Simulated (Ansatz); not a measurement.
Cost and result for the atomization energy of C₂H₂AlClO (7 atoms, 7 bonds).

```
atom   x (Å)   y (Å)   z (Å)
 Cl1  -2.703   1.251   1.284
 Al2  -0.975   0.441   0.478
  C3   0.321   0.327  -0.882
  C4   0.809  -0.602  -0.035
  O5   0.096  -0.807   1.123
  H6   0.753   0.610  -1.827
  H7   1.700  -1.221  -0.140
```

The species carries charge 0 and has multiplicity 1. Geometry: relaxed with PBE0-D4/def2-TZVP. Program: Ansatz. All runs use 2 threads of an Arm Neoverse V2 on a shared host. Times are those of one run each, without the atoms' runs, and a repeat can differ threefold. Electronic energies, without spin–orbit coupling; frozen cores. CCSD(T)/CBS adds CCSD(T) − MP2 in def2-TZVPP to the MP2 limit, and its time is that of the two runs behind it. T1 = 0.014. B3LYP takes the VWN-RPA correlation (the form of Gaussian; ORCA's B3LYP/G). HSE06 is the plane-wave form, built on full-range PBE exchange.

CCSD(T)/CBS is a level of theory with its own doubt, some kJ/mol a heavy atom from the limit and from the frozen cores, so smaller differences don't rank the functionals.

```
                            level  functions  wall time  atomization (kcal/mol)  difference from CCSD(T)/CBS  per bond
           LDA (SPW92)/def2-TZVPP        205      1.3 s                   804.9                        113.3      16.2
             revPBE-D4/def2-TZVPP        205      2.1 s                   691.8                          0.2       0.0
                 CCSD(T)/def2-SVP         88      2.5 s                   650.8                        -40.8      -5.8
  PBE-D4/def2-TZVPP (with forces)        205      2.7 s                   714.4                         22.8       3.3
              HSE06-D4/def2-TZVPP        205      3.2 s                   696.8                          5.2       0.7
B3LYP-D4/def2-TZVPP (with forces)        205      4.4 s                   685.4                         -6.2      -0.9
            r2SCANh-D4/def2-TZVPP        205      5.5 s                   692.7                          1.1       0.2
               ωB97X-V/def2-TZVPP        205      8.5 s                   692.7                          1.1       0.2
                B97M-V/def2-TZVPP        205       11 s                   698.0                          6.4       0.9
 ωB97M-V/def2-TZVPP (with forces)        205       12 s                   694.8                          3.2       0.5
                   MP2/def2-QZVPP        371       15 s                   710.8                         19.2       2.7
               CCSD(T)/def2-TZVPP        205       66 s                   670.6                        -21.0      -3.0
                CCSD(T)/CBS(def2)          –       81 s                   691.6                          0.0       0.0
```

Leaving LDA and LC-ωPBE aside and taking each functional with its dispersion term where it has one, the values, not all of them listed here, spread over 55.0 kcal/mol, from BHLYP-D4 to PBE-D4. LDA lies +94.2 kcal/mol from PBE without D4, its usual overbinding. From PBE to PBE0 (25 % exact exchange), in def2-TZVPP and without D4, the atomization energy moves by −17.8 kcal/mol: exact exchange takes away binding that semilocal exchange gives to molecules. At CCSD(T), def2-SVP lies −40.9 kcal/mol from the extrapolated value and def2-TZVPP −21.1 kcal/mol: correlation converges slowly with the basis, and small sets miss more of it in the bonded molecule than in its fragments.
